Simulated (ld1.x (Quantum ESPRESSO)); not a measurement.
**Configuration tests for ruthenium (Ru) (TM)**

Ru, norm-conserving Troullier–Martins (Kleinman–Bylander form), made with ld1.x (Quantum ESPRESSO) 7.5 (LDA (PZ), fully relativistic). Core [Kr], reference 4d8 5s0 5p0. Waves: 5p (bound, empty): rc 2.95 bohr; 4d (bound): rc 1.45 bohr; 5s (bound, empty): rc 2.55 bohr. Local part: the s channel. Core correction: Bessel-smoothed model core inside 0.75 bohr.

Open shells are filled in proportion to 2j + 1 (rel_dist='average').

Energies are relative to the spin-unpolarised reference configuration 4d8 5s0 5p0; without spin polarisation the order of configurations can differ from experiment. The frozen-core shift is the all-electron ΔE with the core orbitals held at their reference shape minus the fully relaxed ΔE.

```
valence configuration  charge  ΔE all-electron (eV)  error AE − PS (meV)  frozen-core shift (meV)
          4d7 5s1 5p0       0                 0.269                  -79                      +22
          4d7 5s0 5p0      +1                 7.883                  -56                      +17
          4d6 5s0 5p0      +2                26.320                 -378                     +152
          4d5 5s0 5p0      +3                57.166                -1189                     +594
          4d7 5s0 5p1       0                 3.850                  -76                      +21
      4d7.5 5s0.5 5p0       0                -0.013                  -18                     +4.6
          4d6 5s1 5p0      +1                10.592                 -355                     +125
```

Levels in the configuration 4d6 5s0 5p0:

```csv
level,all-electron (eV),pseudo (eV)
4d j=3/2,-24.599,-25.140
4d j=5/2,-24.223,-24.752
```
